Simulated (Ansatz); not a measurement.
Ideal-gas functions of BH4OSb (`O[BH][SbH2]`) at 600 K and 1 bar, from an Ansatz frequency run at PBE0-D4/def2-TZVP.

Molar mass 152.6 g/mol, point group C1 (symmetry number 1), electronic degeneracy 1, moments of inertia 15.386, 191.151, 200.91 u Å². Harmonic wavenumbers (cm⁻¹, unscaled): 118, 220, 422, 424, 617, 653, 821, 859, 988, 1161, 1349, 1936, 1969, 2606, 3860.

Use S(trans) = R[1.5 ln M + 2.5 ln T − 1.1517]; rotational temperatures θ = 24.2544 K / I; S(rot) = R[ln(√π/σ · √(T³/θAθBθC)) + 1.5]; for each mode x = 1.438777 ν̃/T, S = R[x/(eˣ − 1) − ln(1 − e⁻ˣ)] and H = RT x/(eˣ − 1); 1 cm⁻¹ = 0.0119627 kJ/mol; R = 8.31446 J/(mol·K).

Problem. By hand: the entropy, in J/(mol·K).

Solution. Translation 186.1. Rotation: θ = 1.5764, 0.1269, 0.1207 K, giving 112.5. Vibration, mode by mode: 18.84, 13.73, 8.56, 8.53, 5.78, 5.39, 3.91, 3.64, 2.85, 2.05, 1.44, 0.46, 0.43, 0.12, 0.01, in all 75.7. Electronic 0.0. Sum 374.3 J/(mol·K).

Problem. By hand: H − E and G − E in kJ/mol, counted from the electronic energy.

Solution. Zero-point energy ½ × 18003 × 0.0119627 = 107.7; thermal vibration 24.5; translation, rotation and pV give 4 RT = 20.0. H − E = 152.2 kJ/mol, and G − E = 152.2 − 600 × 374.3/1000 = -72.4 kJ/mol.

Vibration gives 20 % of the entropy, 18.8 J/(mol·K) of it from the mode under 150 cm⁻¹: soft modes count most, and the harmonic formula is weakest for them. The sum counts one conformer and one mirror image; others add a mixing term.
